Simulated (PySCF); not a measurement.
Identify the unknown among the candidates.

All candidates are FH9OSi4.

| technique | computed result |
| --- | --- |
| UV, first state | lowest singlet excitation: 6.49 eV (191 nm, f = 0.196) [TDDFT wB97X-D/def2-SVPD] |
| Triplet | lowest triplet excitation (Tamm–Dancoff): 5.59 eV [TDA wB97X-D/def2-SVPD] |
| Polarisability | 111.7 au [wB97X-D/def2-SVPD] |
| Dipole | 1.37 D [wB97X-D/def2-SVPD] |
| NMR, other nuclei | isotropic shieldings of nuclei other than C and H, by class: 277 (1 O), 318 (1 F), 348 (1 Si), 391 (1 Si), 468 (1 Si), 485 (1 Si) ppm [GIAO PBE0/pcSseg-1] |
| Rotational structure | rotational constants A, B, C: 1.726, 0.875, 0.693 GHz [GFN2-xTB] |
| 1H NMR | chemical shifts (computed TMS as zero) by class: 5.72 (1 H), 5.23 (3 H), 3.70 (3 H), 3.19 (1 H), 3.18 (1 H) ppm [GIAO PBE0/pcSseg-1] |

The electronic properties come from PySCF, for the isolated species, density fitting. Levels stand in brackets. Isolated species at its GFN2-xTB geometry (one conformer only). GFN2-xTB frequencies show an imaginary mode (26i cm⁻¹), so this geometry is no minimum at that level. NMR values are class means; diastereotopic atoms form classes of their own.

Question: Which candidate is it?
A. `F[Si@@H](O[SiH3])[SiH2][SiH3]`
B. `F[SiH2][SiH2][SiH2]O[SiH3]`
C. `O[SiH2][Si](F)([SiH3])[SiH3]`
D. `F[Si@@H]([SiH3])[SiH2]O[SiH3]`

Answer: A. It is `F[Si@@H](O[SiH3])[SiH2][SiH3]`. Numbering: `[F:1][Si@@H:2]([O:3][SiH3:4])[SiH2:5][SiH3:6]`. Its formula, FH9OSi4, gives 0 degrees of unsaturation, so no ring and no π bond. Hydrogen classes from least to most shielded: 1 H on a fluorine-bound silicon, Si2 (5.72 ppm), 3 H on an oxygen-bound silicon, Si4 (5.23 ppm), 3 H on an SiH3 silicon, Si6 (3.70 ppm), 1 H on an SiH2 silicon, Si5 (3.19 ppm), 1 H on an SiH2 silicon, Si5 (3.18 ppm). The other shieldings belong to: 277 ppm, siloxane oxygen [O3]; 318 ppm, silicon-bound fluorine [F1]; 348 ppm, fluorine-bound silicon [Si2]; 391 ppm, oxygen-bound silicon [Si4]; 468 ppm, SiH3 silicon [Si6]; 485 ppm, SiH2 silicon [Si5]. The optimised geometry has point group C1 and is an asymmetric top.

The others, at the same levels:
- `F[Si@@H]([SiH3])[SiH2]O[SiH3]` fails: its computed 1H shifts are 6.23 (1 H), 5.68 (1 H), 5.61 (1 H), 4.99 (3 H), 3.68 (3 H) ppm, lowest singlet excitation is 5.44 eV (228 nm, f = 0.040) (against 6.49 eV) and lowest triplet excitation (Tamm–Dancoff) is 4.85 eV (against 5.59 eV).
- `O[SiH2][Si](F)([SiH3])[SiH3]` fails: its computed 1H shifts are 5.75 (2 H), 3.76 (6 H), 0.14 (1 H) ppm, lowest singlet excitation is 5.39 eV (230 nm, f = 0.061) (against 6.49 eV) and lowest triplet excitation (Tamm–Dancoff) is 4.77 eV (against 5.59 eV).
- `F[SiH2][SiH2][SiH2]O[SiH3]` fails: its computed 1H shifts are 5.79 (2 H), 5.73 (2 H), 5.08 (3 H), 3.47 (2 H) ppm, lowest singlet excitation is 6.05 eV (205 nm, f = 0.051) (against 6.49 eV) and rotational constant A is 3.639 GHz (against 1.726 GHz).

Each candidate is one conformer, not necessarily the lowest. The conformers computed, where there is a choice (atom-mapped SMILES and torsion angles):
- `[F:1][Si@@H:2]([O:3][SiH3:4])[SiH2:5][SiH3:6]`: F1–Si2–O3–Si4 -4°, F1–Si2–Si5–Si6 -61°
- `[F:1][Si@@H:2]([SiH3:3])[SiH2:4][O:5][SiH3:6]`: F1–Si2–Si4–O5 -165°, Si2–Si4–O5–Si6 167°
- `[OH:1][SiH2:2][Si:3]([F:4])([SiH3:5])[SiH3:6]`: O1–Si2–Si3–F4 180°, H–O1–Si2–Si3 180°
- `[F:1][SiH2:2][SiH2:3][SiH2:4][O:5][SiH3:6]`: F1–Si2–Si3–Si4 2°, Si2–Si3–Si4–O5 148°
